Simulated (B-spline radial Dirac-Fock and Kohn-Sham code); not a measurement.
**Electron momentum distribution of Rb²⁸⁺: Compton profiles**

System: rubidium as Rb²⁸⁺ in the configuration [He] 2s2 2p5.

Calculated with a B-spline atomic structure program, using the impulse approximation on Dirac-Fock densities. pz is in atomic units of momentum; subshell profiles are per electron, for a selection of subshells; open shells are spread over both j values by their weights.

| pz | J total | J 1s1/2 | J 2s1/2 | J 2p1/2 | J 2p3/2 |
| --- | --- | --- | --- | --- | --- |
| 0 | 0.4091 | 0.0227 | 0.0798 | 0.0402 | 0.0411 |
| 0.5 | 0.4081 | 0.0227 | 0.0793 | 0.0402 | 0.0411 |
| 0.6 | 0.4076 | 0.0227 | 0.0791 | 0.0402 | 0.0411 |
| 0.8 | 0.4065 | 0.0227 | 0.0785 | 0.0402 | 0.0411 |
| 1 | 0.4050 | 0.0226 | 0.0778 | 0.0402 | 0.0411 |
| 1.2 | 0.4032 | 0.0226 | 0.0769 | 0.0402 | 0.0411 |
| 1.4 | 0.4010 | 0.0226 | 0.0759 | 0.0402 | 0.0411 |
| 1.6 | 0.3986 | 0.0226 | 0.0748 | 0.0402 | 0.0411 |
| 1.8 | 0.3959 | 0.0225 | 0.0735 | 0.0402 | 0.0410 |
| 2 | 0.3928 | 0.0225 | 0.0721 | 0.0402 | 0.0410 |
| 2.5 | 0.3840 | 0.0224 | 0.0681 | 0.0401 | 0.0409 |
| 3 | 0.3736 | 0.0222 | 0.0635 | 0.0399 | 0.0407 |
| 4 | 0.3488 | 0.0219 | 0.0534 | 0.0391 | 0.0399 |
| 5 | 0.3201 | 0.0215 | 0.0428 | 0.0379 | 0.0385 |
| 7 | 0.2581 | 0.0204 | 0.0243 | 0.0335 | 0.0339 |
| 10 | 0.1738 | 0.0183 | 0.00817 | 0.0242 | 0.0241 |
| 15 | 0.08566 | 0.0144 | 0.00215 | 0.0108 | 0.0104 |
| 20 | 0.04502 | 0.0105 | 0.00198 | 0.00418 | 0.00390 |
| 30 | 0.01546 | 0.00509 | 0.00115 | 0.000652 | 0.000571 |
| 40 | 0.006211 | 0.00234 | 0.000478 | 0.000129 | 0.000106 |
| 60 | 0.001309 | 0.000544 | 8.93e-05 | 1.03e-05 | 7.39e-06 |
| 100 | 0.0001279 | 5.58e-05 | 7.49e-06 | < 1e-6 | < 1e-6 |

J(0) = 0.4091. The 2s1/2 subshell gives the largest part, 39 %.

Mean momentum ⟨p⟩ by subshell (a.u.): 1s1/2 32.5, 2s1/2 11.6, 2p1/2 15.5, 2p3/2 15.1.
